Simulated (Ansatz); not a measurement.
Basis-set extrapolation for C2H6BFS (`FCCBS`) (PBE0-D4/def2-TZVP geometry, frozen core, the Gaussian-basis code of Ansatz). Multiplicity 1, RHF reference.

```
                      def2-TZVPP   def2-QZVPP
                 HF  -601.003424  -601.023619
    MP2 correlation    -0.870336    -0.938442
CCSD(T) correlation    -0.955298      not run
```

Energies in hartree. Use E(X) = E(∞) + A·exp(−7.88·√X) for Hartree–Fock and E(X) = E(∞) + B·X^(−2.97) for correlation, with X = 3 and 4, and add CCSD(T) minus MP2 of the smaller set to the MP2 limit.

Q: What is the CCSD(T) energy at the basis-set limit?

A: HF limit: -601.023619 + (-0.020195) × 0.13774 = -601.02640. MP2 limit: -0.938442 + (-0.068106) × 0.74074 = -0.98889. Higher-order term: -0.955298 − (-0.870336) = -0.08496. Total: -602.10025 hartree, 88.8 kcal/mol below CCSD(T)/def2-TZVPP.
